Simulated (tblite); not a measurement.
Compound: C₆H₇O (doublet state).
Geometry (GFN2-xTB, Å), atoms numbered from 1 in this order:
```xyz
14
C6H7O angstrom
C     -1.8598    2.5142   -1.1603
C     -1.9220    1.3490   -0.8384
C     -1.8388   -0.0631   -0.8497
C     -0.7203   -0.7448   -0.5856
C      0.6068   -0.1299   -0.3161
C      1.0822   -0.4362    1.1158
O      2.3847    0.0267    1.3563
H     -2.7682   -0.5668   -1.0830
H     -0.7654   -1.8249   -0.5302
H      1.3482   -0.5398   -1.0081
H      0.5510    0.9514   -0.4660
H      1.1225   -1.5166    1.2764
H      0.3725   -0.0019    1.8351
H      2.4058    0.9824    1.2316
```

All values are computed: GFN2-xTB (tblite) harmonic vibrations without scaling, gas phase. Errors from tens to a few hundred cm⁻¹ against measured bands are possible. One conformer, not necessarily the lowest. Open shells enter through the occupations alone, without spin polarisation, and single modes of such species can be off by tens of per cent.

Harmonic wavenumbers (cm⁻¹): 36.6, 80.0, 128.8, 175.1, 257.9, 303.9, 361.3, 412.7, 472.3, 580.1, 753.8, 822.3, 877.4, 961.3, 1005.3, 1014.2, 1070.5, 1092.8, 1120.1, 1213.9, 1226.7, 1271.9, 1309.9, 1336.5, 1347.8, 1461.1, 1476.4, 1589.7, 2073.0, 2875.2, 2958.4, 2972.8, 2984.2, 3040.0, 3056.0, 3540.4.

A = 5645, B = 1333, C = 1142 MHz; mass 95.050 u (most abundant isotopes); point group C1, symmetry number 1; spin multiplicity 2.

**Question.** Zero-point energy?

**Answer.** ½Σν̃ = 23630 cm⁻¹ = 67.56 kcal/mol.

**Question.** What is S at 298.15 K and 1 bar for an ideal gas of classical rigid rotors and harmonic oscillators?

**Answer.** Translation 39.59, rotation 28.02, vibration 22.28, spin (R ln 2) 1.38: S = 91.3 cal/(mol K).

**Question.** And Cp and H(298.15 K) − H(0)?

**Answer.** Cp = 29.55 cal/(mol K), of which vibrations give 21.60 (their classical limit is 36 R = 71.5); H(298.15 K) − H(0) = 5.74 kcal/mol without the zero-point energy, 3.37 from vibrations.

**Question.** Which modes carry the vibrational entropy at 298.15 K?

**Answer.** 36.6 cm⁻¹: 5.44; 80.0 cm⁻¹: 3.89; 128.8 cm⁻¹: 2.96; 175.1 cm⁻¹: 2.38; 257.9 cm⁻¹: 1.68; 303.9 cm⁻¹: 1.40 cal/(mol K); the other 30 give 4.54 together.

**Question.** Blend soft modes into free rotors: weight 1/[1 + (100 cm⁻¹/ν̃)⁴] for the oscillator and the rest for a rotor with moment μB/(μ + B), μ = h/(8π²ν), B = 10⁻⁴⁴ kg m². What vibrational entropy results?

**Answer.** 20.06 cal/(mol K) in place of 22.28, which changes −T·S at 298.15 K by +0.66 kcal/mol.

Hindered rotation and anharmonicity are outside this model. Other conformers, if any are populated, would add a mixing term that is left out. The structure is chiral; the term R ln 2 for an equal mix with its mirror image is left out.
